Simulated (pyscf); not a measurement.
## Hydrogen shift: •H₂C–SiH₂–CH₃ (SMILES [CH2][SiH2]C) -> H₃C–SiH•–CH₃ (SMILES C[SiH]C)

Gas phase, doublet surface, charge 0. Bonds broken: Si2–H8. Bonds formed: C7–H8. PySCF, gas phase, ωB97X-D3(BJ)/def2-SVP geometries.

Transition state (Å):

```xyz
10

C      0.5764    -1.2489     0.1834
Si     0.5402     0.4532     0.9693
H      1.1409    -1.9676     0.7966
H     -0.4498    -1.6289     0.0616
H      1.0428    -1.1959    -0.8149
H      1.8736     1.0456     1.2724
C     -0.6582     1.6479     0.2528
H     -0.7439     1.0644     1.6880
H     -0.5584     2.7298     0.3921
H     -1.5898     1.3061    -0.2121
```

One imaginary mode, 1841i cm⁻¹; descent along it reached the two sides named.

| bond | change | reactant side (Å) | saddle | product side |
|---|---|---|---|---|
| Si2–H8 | breaks | 1.499 | 1.593 | 2.504 |
| C7–H8 | forms | 2.8 | 1.552 | 1.102 |

Electronic energies relative to the reactant's lowest minimum found (eV):

| level | barrier | reaction energy | reverse barrier |
|---|---|---|---|
| ωB97X-D3(BJ)/def2-TZVP | 1.69 | -0.43 | 2.12 |
| PBE/def2-TZVP | 1.31 | -0.58 | 1.89 |
| r²SCAN/def2-TZVP | 1.50 | -0.44 | 1.94 |
| B3LYP-D3(BJ)/def2-TZVP | 1.59 | -0.44 | 2.03 |
| PBE0-D3(BJ)/def2-TZVP | 1.51 | -0.52 | 2.03 |
| M06-2X/def2-TZVP | 1.66 | -0.54 | 2.20 |
| ωB97M-D3(BJ)/def2-TZVP | 1.67 | -0.41 | 2.08 |
| HF/def2-TZVP | 2.28 | -0.14 | 2.41 |

With ωB97M-D3(BJ)/def2-TZVP energies and thermal terms (ideal gas, 1 atm, RRHO with modes under 100 cm⁻¹ raised to 100, one conformer, R ln 2 for chiral ones without a mode under 150 cm⁻¹), in eV:

```json
[
 {"T (K)": "298", "ΔH‡": "1.60", "ΔG‡": "1.61", "ΔH": "-0.30", "ΔG": "-0.29"},
 {"T (K)": "600", "ΔH‡": "1.59", "ΔG‡": "1.62", "ΔH": "-0.32", "ΔG": "-0.27"},
 {"T (K)": "900", "ΔH‡": "1.57", "ΔG‡": "1.65", "ΔH": "-0.34", "ΔG": "-0.24"},
 {"T (K)": "1200", "ΔH‡": "1.55", "ΔG‡": "1.67", "ΔH": "-0.35", "ΔG": "-0.20"}
]
```

This is the saddle that the search found; another between the same sides may lie lower.
